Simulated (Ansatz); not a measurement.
C2H5FSi2 can be A, `F[SiH2]C1=C[SiH2]1`, or B, `FC1=C[SiH2][SiH2]1`.

Calculated with Ansatz (gas phase, PBE0-D4/def2-TZVP geometries, no zero-point term in ΔE). CCSD(T)/CBS adds triple-zeta CCSD(T) − MP2 to the extrapolated MP2 energy (def2 sets, frozen cores). Functionals use def2-TZVPP. B3LYP here is the variant with VWN-RPA as its local correlation; programs differ in this. One conformer a species, not always the lowest.

A:

```xyz
10

F     0.5038   -1.3165   -2.2768
Si   -0.3346   -0.0732   -1.7204
C     0.0172    0.1212    0.0693
C     0.1815    1.0861    0.9801
Si    0.3164   -0.5356    1.7503
H    -1.7734   -0.3727   -1.9191
H     0.0695    1.1233   -2.4994
H     0.1752    2.1695    0.9480
H    -0.7897   -1.0977    2.5577
H     1.6341   -1.1043    2.1103
```

B:

Z-matrix (Å, degrees):
```
Si
Si 1 2.329
C 1 1.870 2 76.9
H 1 1.487 2 119.1 3 111.6
H 1 1.487 2 119.2 3 -111.6
C 2 1.890 1 72.7 3 -0.0
H 2 1.487 1 120.9 3 -108.5
H 2 1.487 1 120.9 3 108.5
H 3 1.087 1 133.8 2 -180.0
F 6 1.337 2 128.6 1 -180.0
```

Problem. Which isomer does CCSD(T)/CBS put lower? Give the gap. (Best estimate.)

Solution. The calculation gave: A, by 28.8 kcal/mol.

Problem. Give E(B) − E(A) in kcal/mol with PBE-D4, PBE0-D4, CCSD(T)/def2-TZVPP, MP2/def2-TZVPP, ωB97M-V, B3LYP, B3LYP-D4. (Best estimate.)

Solution. Computed: PBE-D4 20.2, PBE0-D4 22.2, CCSD(T)/def2-TZVPP 27.8, MP2/def2-TZVPP 31.5, ωB97M-V 27.3, B3LYP 27.2, B3LYP-D4 26.5. None reverses the order clearly.

Largest T1 diagnostic: 0.014.

From PBE to PBE0 (25 % exact exchange), in def2-TZVPP and without D4, E(B) − E(A) moves by +1.9 kcal/mol.
